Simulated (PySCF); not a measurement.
## Magnetic susceptibility: `C[As]1CC(C)(C)[SiH2]1`, C5H13AsSi

Molfile (atoms numbered from 1):
```
C5H13AsSi
     RDKit          3D

 20 20  0  0  0  0  0  0  0  0999 V2000
    2.8207   -1.2937   -0.3228 C   0  0  0  0  0  0  0  0  0  0  0  0
    0.9182   -1.7955   -0.1107 As  0  0  0  0  0  3  0  0  0  0  0  0
    0.0846   -0.4031   -1.2910 C   0  0  0  0  0  0  0  0  0  0  0  0
   -0.8031    0.3572   -0.2849 C   0  0  0  0  0  0  0  0  0  0  0  0
   -0.9680    1.8259   -0.6486 C   0  0  0  0  0  0  0  0  0  0  0  0
   -2.1706   -0.3146   -0.2193 C   0  0  0  0  0  0  0  0  0  0  0  0
    0.2016   -0.0633    1.3030 Si  0  0  0  0  0  4  0  0  0  0  0  0
    3.4109   -1.7171    0.4894 H   0  0  0  0  0  0  0  0  0  0  0  0
    2.9566   -0.2137   -0.3278 H   0  0  0  0  0  0  0  0  0  0  0  0
    3.2064   -1.6970   -1.2599 H   0  0  0  0  0  0  0  0  0  0  0  0
   -0.4798   -0.7858   -2.1471 H   0  0  0  0  0  0  0  0  0  0  0  0
    0.8686    0.2504   -1.6847 H   0  0  0  0  0  0  0  0  0  0  0  0
   -1.4407    1.9343   -1.6262 H   0  0  0  0  0  0  0  0  0  0  0  0
   -1.5883    2.3332    0.0887 H   0  0  0  0  0  0  0  0  0  0  0  0
   -0.0021    2.3281   -0.6813 H   0  0  0  0  0  0  0  0  0  0  0  0
   -2.0581   -1.3802    0.0008 H   0  0  0  0  0  0  0  0  0  0  0  0
   -2.7876    0.1338    0.5579 H   0  0  0  0  0  0  0  0  0  0  0  0
   -2.6958   -0.2184   -1.1711 H   0  0  0  0  0  0  0  0  0  0  0  0
   -0.6360   -0.2841    2.4893 H   0  0  0  0  0  0  0  0  0  0  0  0
    1.1573    1.0142    1.6141 H   0  0  0  0  0  0  0  0  0  0  0  0
  1  2  1  0
  2  3  1  0
  3  4  1  0
  4  5  1  0
  4  6  1  0
  4  7  1  0
  7  2  1  0
  1  8  1  0
  1  9  1  0
  1 10  1  0
  3 11  1  0
  3 12  1  0
  5 13  1  0
  5 14  1  0
  5 15  1  0
  6 16  1  0
  6 17  1  0
  6 18  1  0
  7 19  1  0
  7 20  1  0
M  END
```

Method: GIAO HF/pcSseg-1 magnetisability, rotational g tensor and spin-rotation constants, non-relativistic, gas phase in PySCF 2.14.0. Geometry: GFN2-xTB.

The calculation is non-relativistic, which matters for the atoms heavier than Zn.

Problem. How diamagnetic is it, and how anisotropic?

Solution. Isotropic -1768 × 10⁻³⁰ J/T², or -106.5 × 10⁻⁶ cm³/mol; principal values -1865, -1789, -1650 × 10⁻³⁰ J/T², anisotropy 189 × 10⁻³⁰ J/T² (root of half the summed squared differences of the principal values). The susceptibility is in cgs units.

Problem. Split it along the inertial axes a, b, c into diamagnetic and paramagnetic parts about the centre of mass, with the quadrupole moment.

Solution. 
```csv
axis,χ (10⁻⁶ cm³/mol),diamagnetic (10⁻⁶ cm³/mol),paramagnetic (10⁻⁶ cm³/mol),summed x² of all electrons (Å²),quadrupole Θ (D Å)
a,-112.0,-641.5,529.5,243.0,+1.07
b,-103.5,-1342.6,1239.0,77.8,-0.43
c,-103.9,-1361.1,1257.2,73.4,-0.64
```
Anisotropies 2χaa − χbb − χcc = -16.6 and 2χbb − χaa − χcc = +8.8 × 10⁻⁶ cm³/mol. Θ is traceless in Buckingham's convention.

Problem. And the rotational g tensor?

Solution. 
| axis | rotational constant (GHz) | g | nuclear part | electronic part |
| --- | --- | --- | --- | --- |
| a | 2.5607 | -0.0103 | 0.6267 | -0.6370 |
| b | 1.0176 | -0.0077 | 0.5846 | -0.5924 |
| c | 0.9934 | -0.0073 | 0.5794 | -0.5867 |

Asymmetric top; isotopes 75As, 12C, 1H, 28Si; no vibrational averaging.
